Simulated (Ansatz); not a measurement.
Abridged output of a molecular run in Ansatz:

```
Functional definition: HF
1546 factors; integrals over basis functions are off by at most 1.6e-3 eV
mean field evaluation 1: about -19305.0351 eV, gradient 3.3e1 eV
mean field evaluation 2: about -19305.2716 eV, gradient 3.3e1 eV
mean field evaluation 4: about -19308.4822 eV, gradient 4.1e0 eV
mean field evaluation 8: about -19308.5532 eV, gradient 2.8e-1 eV
mean field -19308.55377396 eV, -709.5762633851 hartree, gradient 5.1e-6 eV, S^2 0.000000; 0 other end points of the search recorded, 0 dependent functions left out
13 core orbitals not correlated: weight in the atoms' cores, before any rotation towards them, 1.000 or more for the frozen orbitals, at most 0.000 for the correlated occupied ones
reference -19308.55377396 eV, -709.5762633851 hartree; 14, 14 occupied and 234, 234 virtual orbitals, 1546 factors
second order -20.99885178 eV of doubles, -0.00000000 eV of singles
cycle   1  -21.53199297 eV  change   -5.3e-1 eV  update   1.1e-1
cycle   2  -22.14302470 eV  change   -6.1e-1 eV  update   3.6e-2
cycle   3  -22.29017094 eV  change   -1.5e-1 eV  update   1.9e-2
cycle   4  -22.27997375 eV  change    1.0e-2 eV  update   4.7e-3
cycle   5  -22.27701580 eV  change    3.0e-3 eV  update   2.1e-3
cycle   6  -22.27784732 eV  change   -8.3e-4 eV  update   6.3e-4
cycle   7  -22.27774016 eV  change    1.1e-4 eV  update   2.1e-4
cycle   8  -22.27763373 eV  change    1.1e-4 eV  update   8.7e-5
cycle   9  -22.27764638 eV  change   -1.3e-5 eV  update   3.2e-5
perturbative correction -0.87030127 eV, -0.0319829817 hartree
Total energy: -19331.70172160 eV, -710.4269347708 hartree
```

Its atoms:

```xyz
11

F     0.2806   -2.4465   -0.1726
C    -0.2853   -1.3373   -0.6737
C    -0.0973   -0.1285   -0.1563
Al   -1.0389    1.2763   -1.0932
Si    0.9947    0.0925    1.3388
H    -0.8949   -1.5979   -1.5373
H    -1.9153    0.8437   -2.3446
H    -0.9267    2.7820   -0.6188
H     2.3970   -0.3037    1.0427
H     0.9842    1.5279    1.7246
H     0.5020   -0.7084    2.4904
```

(1) Which basis set was used?
A. cc-pV(Q+d)Z
B. cc-pV(D+d)Z
C. def2-TZVPPD
D. def2-TZVPP

(2) Write the keys of the input that set method, charge and spin (a neutral closed shell needs none for the last two).

## Answers

(1) D. It gives 261 functions.

(2) 
```yaml
correlation: {method: ccsd_t}
```
